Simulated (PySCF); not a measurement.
# Dipole moment and polarisability of Se(GeH3)2

Species: Se(GeH3)2.
Cartesian coordinates in Å at the PBE0-D3(BJ)/def2-SVP level; atoms count from 1:
```
atom  x, y, z in Å
Se1    0.0272   -0.0232   -1.6272
Ge2    1.7563   -0.0207   -0.0265
H3     3.0666    0.0671   -0.8222
H4     1.7104   -1.3158    0.8039
H5     1.6053    1.1947    0.9061
Ge6   -1.7249    0.0050   -0.0521
H7    -3.0179   -0.1832   -0.8591
H8    -1.7452    1.3507    0.6945
H9    -1.5451   -1.1440    0.9570
```

Level: B3LYP/def2-SVPD (PySCF), static field, nuclei fixed, core orbitals frozen in the response. The polarisability tensor in these axes (au):

```
x   116.36  -0.25   0.16
y    -0.25  79.03   0.16
z     0.16   0.16  92.38
```

Problem. Give the principal values, the mean and the anisotropy Δα = √{½[(α1 − α2)² + (α2 − α3)² + (α1 − α3)²]}.

Solution. Principal values 79.03, 92.39 and 116.37 au; mean 95.93 au = 14.21 Å³ = 15.82 × 10⁻⁴⁰ C²·m²/J; Δα = 32.77 au (34 % of the mean).

Problem. What is the dipole moment, and where does it point?

Solution. (0.00, 0.01, 1.12) D, 1.12 D in size, pointing from the negative to the positive side. Measured along this direction, the outermost atoms are Se1 at the negative end and H9 and H5 at the positive end.

Problem. Directions of the eigenvectors, and the extent of the frame along each?

Solution. Largest value along (1.00, -0.01, 0.01), where the nuclei span 6.08 Å; middle along (-0.01, 0.01, 1.00), 2.58 Å; least along (0.01, 1.00, -0.01), 2.64 Å. 

Problem. Find the Langevin capture rate constant for NO+ (29.998 u) meeting this molecule (233.806 u), k = 2.342 × 10⁻⁹ cm³/s × √(α in Å³ / reduced mass in u).

Solution. The reduced mass is 26.59 u, so k = 1.71 × 10⁻⁹ cm³/s. The formula leaves out the permanent dipole, which adds to the capture rate.

Problem. Estimate the molar refractivity from the static electronic polarisability.

Solution. Lorentz–Lorenz: R = (4π/3)N_A α = 2.5225 cm³/(mol·Å³) × 14.21 Å³ = 35.9 cm³/mol, in the limit of long wavelengths.

Problem. What depolarisation ratio follows for Rayleigh scattering of linearly polarised light, taking the static tensor?

Solution. ρ = 3Δα²/(45ᾱ² + 4Δα²) = 3221.7/(414076 + 4295.7) = 0.0077.

Isolated species at its PBE0-D3(BJ)/def2-SVP geometry, gas phase. The calculation is non-relativistic, for germanium and selenium too.
